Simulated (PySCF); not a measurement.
C5H10O2, triplet, geometry from GFN2-xTB (a higher spin typed on purpose: for a closed-shell molecule this is an excited state); CCSD(T)/STO-3G (PySCF).

Input for PySCF:
```python
from pyscf import gto, scf, cc

mol = gto.Mole()
mol.atom = '''
    C    -0.73625456    0.18031274    1.50162581
    C    -0.60520756    0.18405462   -0.00498451
    C    -1.56034575   -0.77288188   -0.68318510
    C    -0.64173758    1.56773273   -0.61747268
    C     0.96848711   -0.34934101   -0.39686554
    O     1.84217162    0.55662477    0.13610481
    O     1.02552288   -1.59639469   -0.19987370
    H    -0.06594003    0.90706390    1.95627426
    H    -1.75933852    0.43698540    1.78035443
    H    -0.51929729   -0.80943847    1.89963957
    H    -2.57965495   -0.40056188   -0.57585168
    H    -1.49643221   -1.76237632   -0.23958998
    H    -1.33473584   -0.85712739   -1.74327402
    H     0.11509125    2.21377824   -0.18104230
    H    -0.48193302    1.52016241   -1.69168375
    H    -1.62417773    2.00495061   -0.43322171
    H     2.25521264    0.20545970    0.94383816
'''
mol.basis = 'sto-3g'
mol.spin = 2
mol.verbose = 4
mol.build()

mf = scf.UHF(mol)
mf.kernel()

mycc = cc.CCSD(mf, frozen=7)
mycc.kernel()
et = mycc.ccsd_t()
print('E(CCSD(T)) = %.10f' % (mycc.e_tot + et))
```

It wrote (shortened):

```
PySCF version 2.14.0

[INPUT] verbose = 4
[INPUT] num. atoms = 17
[INPUT] num. electrons = 56
[INPUT] charge = 0
[INPUT] spin (= nelec alpha-beta = 2S) = 2
[INPUT] symmetry False subgroup None
[INPUT] Mole.unit = angstrom
[INPUT] Symbol           X                Y                Z      unit          X                Y                Z       unit  Magmom
[INPUT]  1 C     -0.736254560000   0.180312740000   1.501625810000 AA   -1.391319476362   0.340741695370   2.837661522478 Bohr   0.0
[INPUT]  2 C     -0.605207560000   0.184054620000  -0.004984510000 AA   -1.143676536916   0.347812823761  -0.009419358765 Bohr   0.0
[INPUT]  3 C     -1.560345750000  -0.772881880000  -0.683185100000 AA   -2.948626127129  -1.460535079839  -1.291032731384 Bohr   0.0
[INPUT]  4 C     -0.641737580000   1.567732730000  -0.617472680000 AA   -1.212708270041   2.962585496217  -1.166854254601 Bohr   0.0
[INPUT]  5 C      0.968487110000  -0.349341010000  -0.396865540000 AA    1.830175393072  -0.660158832979  -0.749967178878 Bohr   0.0
[INPUT]  6 O      1.842171620000   0.556624770000   0.136104810000 AA    3.481199836246   1.051868369449   0.257200815136 Bohr   0.0
[INPUT]  7 O      1.025522880000  -1.596394690000  -0.199873700000 AA    1.937957377675  -3.016748750810  -0.377706552503 Bohr   0.0
[INPUT]  8 H     -0.065940030000   0.907063900000   1.956274260000 AA   -0.124608597346   1.714102348480   3.696822575936 Bohr   0.0
[INPUT]  9 H     -1.759338520000   0.436985400000   1.780354430000 AA   -3.324667963198   0.825782726434   3.364382277356 Bohr   0.0
[INPUT] 10 H     -0.519297290000  -0.809438470000   1.899639570000 AA   -0.981329655329  -1.529617022987   3.589798522687 Bohr   0.0
[INPUT] 11 H     -2.579654950000  -0.400561880000  -0.575851680000 AA   -4.874841351379  -0.756952249141  -1.088201963571 Bohr   0.0
[INPUT] 12 H     -1.496432210000  -1.762376320000  -0.239589980000 AA   -2.827847040878  -3.330408573219  -0.452759444390 Bohr   0.0
[INPUT] 13 H     -1.334735840000  -0.857127390000  -1.743274020000 AA   -2.522285186241  -1.619736020963  -3.294310457870 Bohr   0.0
[INPUT] 14 H      0.115091250000   2.213778240000  -0.181042300000 AA    0.217490941834   4.183434574122  -0.342120363961 Bohr   0.0
[INPUT] 15 H     -0.481933020000   1.520162410000  -1.691683750000 AA   -0.910721418185   2.872690619759  -3.196818976877 Bohr   0.0
[INPUT] 16 H     -1.624177730000   2.004950610000  -0.433221710000 AA   -3.069251087318   3.788807546180  -0.818670383116 Bohr   0.0
[INPUT] 17 H      2.255212640000   0.205459700000   0.943838160000 AA    4.261734242257   0.388262562635   1.783595628313 Bohr   0.0

nuclear repulsion = 327.517512590673
number of shells = 31
number of NR pGTOs = 135
number of NR cGTOs = 45
basis = sto-3g
ecp = {}

******** <class 'pyscf.scf.uhf.UHF'> ********
method = UHF
initial guess = minao
damping factor = 0
level_shift factor = 0
DIIS = <class 'pyscf.scf.diis.CDIIS'>
diis_start_cycle = 1
diis_space = 8
diis_damp = 0
SCF conv_tol = 1e-09
SCF conv_tol_grad = None
SCF max_cycles = 50
direct_scf = True
direct_scf_tol = 1e-13
number electrons alpha = 29  beta = 27
Set gradient conv threshold to 3.16228e-05
init E= -341.642089930299

cycle= 1 E= -340.160520463579  delta_E= 1.48  |g|= 0.478  |ddm|= 3.56
cycle= 2 E= -340.329465751779  delta_E= -0.169  |g|= 0.35  |ddm|= 1.05
cycle= 3 E= -340.40099116265  delta_E= -0.0715  |g|= 0.0926  |ddm|= 0.407
cycle= 4 E= -340.42378046479  delta_E= -0.0228  |g|= 0.0696  |ddm|= 0.248
cycle= 5 E= -340.43843914427  delta_E= -0.0147  |g|= 0.0405  |ddm|= 0.225
cycle= 6 E= -340.44504076524  delta_E= -0.0066  |g|= 0.0194  |ddm|= 0.185
cycle= 7 E= -340.446446559334  delta_E= -0.00141  |g|= 0.011  |ddm|= 0.0799
cycle= 8 E= -340.447045979893  delta_E= -0.000599  |g|= 0.00453  |ddm|= 0.075
cycle= 9 E= -340.447125544679  delta_E= -7.96e-05  |g|= 0.00203  |ddm|= 0.0247
cycle= 10 E= -340.447138569111  delta_E= -1.3e-05  |g|= 0.00088  |ddm|= 0.0119
cycle= 11 E= -340.447141163967  delta_E= -2.59e-06  |g|= 0.000495  |ddm|= 0.00411
cycle= 12 E= -340.447142074638  delta_E= -9.11e-07  |g|= 0.000381  |ddm|= 0.00194
cycle= 13 E= -340.447142853902  delta_E= -7.79e-07  |g|= 0.000316  |ddm|= 0.00164
cycle= 14 E= -340.44714394169  delta_E= -1.09e-06  |g|= 0.000231  |ddm|= 0.00294
cycle= 15 E= -340.447144868051  delta_E= -9.26e-07  |g|= 9.36e-05  |ddm|= 0.00455
cycle= 16 E= -340.447144977009  delta_E= -1.09e-07  |g|= 3.74e-05  |ddm|= 0.00172
cycle= 17 E= -340.447144984081  delta_E= -7.07e-09  |g|= 1.66e-05  |ddm|= 0.000383
cycle= 18 E= -340.447144984921  delta_E= -8.4e-10  |g|= 5.95e-06  |ddm|= 0.000101
Extra cycle  E= -340.447144984975  delta_E= -5.4e-11  |g|= 3.8e-06  |ddm|= 1.14e-05
converged SCF energy = -340.447144984975  <S^2> = 2.0072744  2S+1 = 3.0048457

******** <class 'pyscf.cc.uccsd.UCCSD'> ********
CC2 = 0
CCSD nocc = (np.int64(22), np.int64(20)), nmo = (38, 38)
frozen orbitals 7
max_cycle = 50
direct = 0
conv_tol = 1e-07
conv_tol_normt = 1e-06
diis_space = 6
diis_start_cycle = 0
diis_start_energy_diff = 1e+09
Init t2, MP2 energy = -0.299033288521547
Init E_corr(UCCSD) = -0.299033288536121
cycle = 1  E_corr(UCCSD) = -0.360162346408439  dE = -0.0611290579  norm(t1,t2) = 0.103231
cycle = 2  E_corr(UCCSD) = -0.38064198504225  dE = -0.0204796386  norm(t1,t2) = 0.0440899
cycle = 3  E_corr(UCCSD) = -0.394730714749637  dE = -0.0140887297  norm(t1,t2) = 0.0255992
cycle = 4  E_corr(UCCSD) = -0.395664208870531  dE = -0.000933494121  norm(t1,t2) = 0.0113567
cycle = 5  E_corr(UCCSD) = -0.395569923883874  dE = 9.42849867e-05  norm(t1,t2) = 0.00725072
cycle = 6  E_corr(UCCSD) = -0.395789837357593  dE = -0.000219913474  norm(t1,t2) = 0.00351086
cycle = 7  E_corr(UCCSD) = -0.395819133017695  dE = -2.92956601e-05  norm(t1,t2) = 0.00208022
cycle = 8  E_corr(UCCSD) = -0.395881836169484  dE = -6.27031518e-05  norm(t1,t2) = 0.00153516
cycle = 9  E_corr(UCCSD) = -0.395923080927784  dE = -4.12447583e-05  norm(t1,t2) = 0.00107337
cycle = 10  E_corr(UCCSD) = -0.395919653504818  dE = 3.42742297e-06  norm(t1,t2) = 0.000669796
cycle = 11  E_corr(UCCSD) = -0.395901277646388  dE = 1.83758584e-05  norm(t1,t2) = 0.000490312
cycle = 12  E_corr(UCCSD) = -0.395882378306137  dE = 1.88993403e-05  norm(t1,t2) = 0.000346428
cycle = 13  E_corr(UCCSD) = -0.395882898063172  dE = -5.19757035e-07  norm(t1,t2) = 0.000230675
cycle = 14  E_corr(UCCSD) = -0.395890105739419  dE = -7.20767625e-06  norm(t1,t2) = 0.000136108
cycle = 15  E_corr(UCCSD) = -0.395891865504719  dE = -1.7597653e-06  norm(t1,t2) = 6.74137e-05
cycle = 16  E_corr(UCCSD) = -0.395890593168392  dE = 1.27233633e-06  norm(t1,t2) = 4.13776e-05
cycle = 17  E_corr(UCCSD) = -0.395889014503634  dE = 1.57866476e-06  norm(t1,t2) = 2.42535e-05
cycle = 18  E_corr(UCCSD) = -0.395888622548715  dE = 3.91954919e-07  norm(t1,t2) = 1.56665e-05
cycle = 19  E_corr(UCCSD) = -0.395888318268367  dE = 3.04280348e-07  norm(t1,t2) = 1.17159e-05
cycle = 20  E_corr(UCCSD) = -0.395888336869729  dE = -1.86013622e-08  norm(t1,t2) = 7.71129e-06
cycle = 21  E_corr(UCCSD) = -0.395888247613708  dE = 8.92560207e-08  norm(t1,t2) = 5.17258e-06
cycle = 22  E_corr(UCCSD) = -0.395888109960682  dE = 1.37653026e-07  norm(t1,t2) = 4.0605e-06
cycle = 23  E_corr(UCCSD) = -0.395888031899492  dE = 7.80611903e-08  norm(t1,t2) = 2.79038e-06
cycle = 24  E_corr(UCCSD) = -0.3958880655473  dE = -3.36478082e-08  norm(t1,t2) = 1.63274e-06
cycle = 25  E_corr(UCCSD) = -0.395888083773458  dE = -1.82261576e-08  norm(t1,t2) = 9.83279e-07
UCCSD converged
E(UCCSD) = -340.8430330687483  E_corr = -0.3958880837734577
UCCSD(T) correction = -0.00524761489022876
E(CCSD(T)) = -340.8482806836
```
